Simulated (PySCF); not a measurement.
**Unknown compound**

An unknown has the formula C$_{5}$H$_{7}$Cl$_{2}$NSi. Its calculated NMR data are:

¹H NMR (500 MHz, computed): δ 8.89 (m, 1H), 8.80 (m, 1H), 5.80 (s, 1H), 2.90 (m, 1H), 2.86 (m, 1H), 2.69 (m, 1H), 2.47 (m, 1H).

¹³C{¹H} NMR (computed): δ 173.7, 155.7, 149.9, 41.6, 29.1.

- GFN2-xTB structure
- shielding tensors at PBE0/pcSseg-1 (GIAO)
- code: PySCF
- isolated molecule, no relativistic terms, single conformer

Scale: TMS for ¹H (31.72 ppm) and ¹³C (186.93 ppm) (reference shieldings calculated alike).

**Question.** What is the structure?

**Answer.** 
- The formula gives 3 degrees of unsaturation (1 ring in the answer).
- 5 carbon signals for 5 carbons: no two carbons are equivalent.
- Carbon types of the structure: 2 × C, 3 × CH2, leaving 1 H on heteroatoms.
- δC 173.7: C=N carbon.
- δC 155.7, 149.9: fully substituted alkene carbon; an sp2 carbon of a C=C bond.
- δC 41.6, 29.1: allylic sp3 CH2; saturated and bonded to C and H only.
- δH 8.89, 8.80: hydrogen on a C=N carbon.
- δH 5.80: hydrogen on a silicon bonded to C, Cl, N.
- δH 2.90, 2.86, 2.69, 2.47: hydrogen on an allylic sp3 CH2; allylic position.

These data were computed for `InChI=1S/C5H7Cl2NSi/c1-8-9(7)5-3-2-4(5)6/h9H,1-3H2/t9-/m1/s1`.

The data come from this structure; uniqueness wasn't tested.

Carbons that carry Cl, above all several Cl atoms, come out too deshielded, partly because spin–orbit coupling is missing. Shifts are as computed. Against solution values, carbons near 30 ppm lie about +3 ppm off and those near 130 ppm about +5 ppm; carbons on Cl a further +6 ppm. Of 1211 compounds with measured shifts, 218 miss one by over three times the rms of a fit or turn the order of signals round; such compounds aren't used in these exercises. No couplings were computed; multiplicities are counted from neighbouring protons, with m where these are inequivalent, close in shift, in a saturated or five-membered ring or joined by F or P, and br s for small geminal =CH2 splittings.
